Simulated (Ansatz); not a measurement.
A run for Ansatz (a first-principles code): R-SVWN5/def2-TZVPP on ClHPbS (SMILES [SH][Pb][Cl]), a point of a torsion scan. Elements past Kr take the def2 small-core potentials; no spin–orbit coupling.

Ansatz 0.2 input:
```yaml
crystal:
  periodic: [false, false, false]
  atoms:
    - {symbol: S, position_ang: [-1.59659649, 0.46553019, -0.27763047]}
    - {symbol: Pb, position_ang: [0.89095312, 1.10206954, -0.31828796]}
    - {symbol: Cl, position_ang: [1.62200040, 0.06698338, -2.46329283]}
    - {symbol: H, position_ang: [-1.47695968, -0.68976644, 0.35772592]}
basis:
  gaussian:
    orbitals: def2-TZVPP
hamiltonian:
  xc: {name: SVWN5}
scf: {lower_state_search: off}
```

It printed:

```
WARN ansatz: RAYON_NUM_THREADS=1 ignored (pool sized by the plan → 1); use --threads N
Functional definition: SVWN5
these checks for a lower state are left out or cut short: stability, starts, cluster_reference, orbital_swaps, neighbouring_geometries, increment
integrals: 0.07 GiB planned
1019 factors; their error is unknown
mean field: 0.45 GiB planned
mean field evaluation 1: about -28538.1360 eV, gradient 3.2e1 eV
mean field evaluation 2: about -28493.4347 eV, gradient 1.0e2 eV
mean field evaluation 4: about -28541.1723 eV, gradient 9.3e0 eV
mean field evaluation 8: about -28541.3924 eV, gradient 1.0e-1 eV
mean field evaluation 16: about -28541.3787 eV, gradient 2.1e-4 eV
mean field -28541.37869181 eV, -1048.8763208827 hartree, gradient 2.8e-6 eV, S^2 0.000000; 0 other end points of the search recorded, 0 dependent functions left out
reference -28541.37872831 eV, -1048.8763222242 hartree; 28, 28 occupied and 120, 120 virtual orbitals, 1019 factors
Total energy: -28541.37872831 eV, -1048.8763222242 hartree
Checks for a lower state left out: stability, starts, cluster_reference, orbital_swaps, neighbouring_geometries, increment
```

Self-consistency was reached.

Cost: very roughly 1.2 core-seconds.
